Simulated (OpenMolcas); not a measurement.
## Lines of Te+: computed and rescaled rates

```
Program             : OpenMolcas
Method              : RASSCF
Basis               : ANO-RCC [10s9p8d5f3g]
Scalar Hamiltonian  : DKH2, point nucleus
Active space        : 3 electrons in 9 orbitals (RAS2 5p; RAS3 5d 6s, at most 1 electron)
State averaging     : 2S+1 = 4 odd, 1 root; 2S+1 = 2 odd, 8 roots; 2S+1 = 4 even, 18 roots; 2S+1 = 2 even, 54 roots
Spin-orbit coupling : RASSI with atomic mean-field integrals over the reference wave functions, term energies averaged over their components
```

Rates come from the transition moments of the reference wave functions (E1 and E2 in the length form). At fixed line strength A goes as λ^-3 for E1 and M1 and as λ^-5 for E2, so a rate at the computed wavelength can be rescaled to the measured one. Measured vacuum wavelengths follow from level energies in NIST Handbook of Basic Atomic Spectroscopic Data. Branching counts decays inside the model space alone, at computed energies, and the table is only a selection of the E2 and M1 lines, drawn from those between levels with measured partners whose computed energy lies within a factor of 1.5 of the measured one.

```tsv
Upper	Lower	Type	λ computed (nm)	λ measured (nm)	A computed (s-1)	A rescaled (s-1)	Branching %
5s2 5p3 2P* 3/2	5s2 5p3 4S* 3/2	M1	347.2	416.1	1.67e+01		50.9
5s2 5p3 2P* 3/2	5s2 5p3 2D* 3/2	M1	699.2	724.1	9.99e+00		30.5
5s2 5p3 2P* 1/2	5s2 5p3 4S* 3/2	M1	378.9	486.7	9.26e+00		66.3
5s2 5p3 2P* 3/2	5s2 5p3 2D* 5/2	M1	793.3	861.3	3.94e+00		12.0
5s2 5p3 2P* 1/2	5s2 5p3 2D* 3/2	M1	841.3	968.6	3.42e+00		24.5
5s2 5p3 2D* 3/2	5s2 5p3 4S* 3/2	M1	689.5	978.2	2.63e+00		98.5
5s2 5p3 2P* 3/2	5s2 5p3 2D* 5/2	E2	793.3	861.3	1.32e+00	8.75e-01	4.0
5s2 5p3 2P* 1/2	5s2 5p3 2D* 3/2	E2	841.3	968.6	8.61e-01	4.26e-01	6.2
5s2 5p3 2P* 3/2	5s2 5p3 2D* 3/2	E2	699.2	724.1	6.98e-01	5.86e-01	2.1
5s2 5p3 2P* 1/2	5s2 5p3 2D* 5/2	E2	981.3	1231	3.03e-01	9.75e-02	2.2
5s2 5p3 2P* 1/2	5s2 5p3 4S* 3/2	E2	378.9	486.7	1.26e-01		0.9
5s2 5p3 2D* 5/2	5s2 5p3 4S* 3/2	M1	617.3	805	1.10e-01		42.8
5s2 5p3 2D* 5/2	5s2 5p3 4S* 3/2	E2	617.3	805	1.00e-01		39.1
5s2 5p3 2D* 5/2	5s2 5p3 2D* 3/2	M1	5894	4547	4.64e-02	1.01e-01	18.1
5s2 5p3 2D* 3/2	5s2 5p3 4S* 3/2	E2	689.5	978.2	3.96e-02		1.5
```

Spin-changing lines and M1 lines between different terms are not rescaled, since their strength hangs on the term gaps too.

The largest correction is for 5s2 5p3 2P* 1/2 → 5s2 5p3 2D* 5/2 (E2): 3.03e-01 × (981.3 / 1231)^5 = 9.75e-02 s-1, a factor of 0.32.

No measured rate stands beside these. Rescaling mends the energy factor alone: line strengths can still be far off where a level mixes with configurations outside the active space, and weak or spin-changing lines hang on small mixing coefficients that depend on the term gaps too, so rescaling need not improve them.

With the s shell closed, the reference lacks s² → p² mixing. Measured partners are found by configuration, term and J. A level has none where our copy of the source lacks it or the pairing is in doubt (some pairs that miss far off the trend of their configuration count as doubtful). Only configurations of the active space appear.

* marks odd parity.
